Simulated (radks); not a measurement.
Results of a calculation; reference values are marked as such.
Neutral silver inside a hard spherical wall (all orbitals vanish at R), configuration held at [Kr] 4d10 5s1 and not refilled when levels cross. Code: a radial shooting solver on a logarithmic mesh with Libxc functionals. Model: scalar-relativistic Kohn-Sham, PBE, spin-polarised, spherical densities, point nucleus; open shells are filled with parallel spins first (spin-orbit coupling, left out, can overturn this in heavy ions). Eigenvalues in eV for spin up, with the zero of energy where the potential of the charges vanishes at infinity; a dash marks a level that is unbound or too diffuse for the functional's potential to be trusted. A positive occupied level is held by the wall or, in an anion where self-interaction has pushed it up, behind a barrier. The pressure on the wall is -dE/dV.

[
 {"R (bohr)": "free", "E (hartree)": "-5316.04184", "kinetic (hartree)": "5522.852", "e(4s)": "-95.007", "e(4p)": "-58.530", "e(4d)": "-7.503", "e(5s)": "-4.734", "e(5p, empty)": "-0.973", "e(6s, empty)": "-", "pressure (GPa)": "0"},
 {"R (bohr)": "20", "E (hartree)": "-5316.04184", "kinetic (hartree)": "5522.852", "e(4s)": "-95.007", "e(4p)": "-58.530", "e(4d)": "-7.503", "e(5s)": "-4.734", "e(5p, empty)": "-0.973", "e(6s, empty)": "-", "pressure (GPa)": "< 0.0001"},
 {"R (bohr)": "12", "E (hartree)": "-5316.04181", "kinetic (hartree)": "5522.852", "e(4s)": "-95.003", "e(4p)": "-58.527", "e(4d)": "-7.500", "e(5s)": "-4.731", "e(5p, empty)": "-0.914", "e(6s, empty)": "0.810", "pressure (GPa)": "0.000463"},
 {"R (bohr)": "10", "E (hartree)": "-5316.04159", "kinetic (hartree)": "5522.855", "e(4s)": "-94.984", "e(4p)": "-58.508", "e(4d)": "-7.482", "e(5s)": "-4.713", "e(5p, empty)": "-0.784", "e(6s, empty)": "1.776", "pressure (GPa)": "0.00646"},
 {"R (bohr)": "7", "E (hartree)": "-5316.03483", "kinetic (hartree)": "5522.901", "e(4s)": "-94.694", "e(4p)": "-58.218", "e(4d)": "-7.207", "e(5s)": "-4.380", "e(5p, empty)": "0.196", "e(6s, empty)": "6.921", "pressure (GPa)": "0.376"},
 {"R (bohr)": "6", "E (hartree)": "-5316.01987", "kinetic (hartree)": "5522.985", "e(4s)": "-94.276", "e(4p)": "-57.803", "e(4d)": "-6.821", "e(5s)": "-3.840", "e(5p, empty)": "1.303", "e(6s, empty)": "11.759", "pressure (GPa)": "1.67"},
 {"R (bohr)": "5", "E (hartree)": "-5315.96821", "kinetic (hartree)": "5523.243", "e(4s)": "-93.233", "e(4p)": "-56.776", "e(4d)": "-5.874", "e(5s)": "-2.380", "e(5p, empty)": "3.785", "e(6s, empty)": "21.389", "pressure (GPa)": "8.70"},
 {"R (bohr)": "3", "E (hartree)": "-5314.68878", "kinetic (hartree)": "5528.561", "e(4s)": "-81.624", "e(4p)": "-45.627", "e(4d)": "5.117", "e(5s)": "18.512", "e(5p, empty)": "31.663", "e(6s, empty)": "104.40", "pressure (GPa)": "614"},
 {"R (bohr)": "2.5", "E (hartree)": "-5312.59515", "kinetic (hartree)": "5536.748", "e(4s)": "-70.971", "e(4p)": "-35.314", "e(4d)": "16.473", "e(5s)": "43.717", "e(5p, empty)": "61.985", "e(6s, empty)": "179.90", "pressure (GPa)": "2600"},
 {"R (bohr)": "2", "E (hartree)": "-5305.65736", "kinetic (hartree)": "5562.777", "e(4s)": "-48.098", "e(4p)": "-11.987", "e(4d)": "43.728", "e(5s)": "109.73", "e(5p, empty)": "136.19", "e(6s, empty)": "345.48", "pressure (GPa)": "14700"}
]
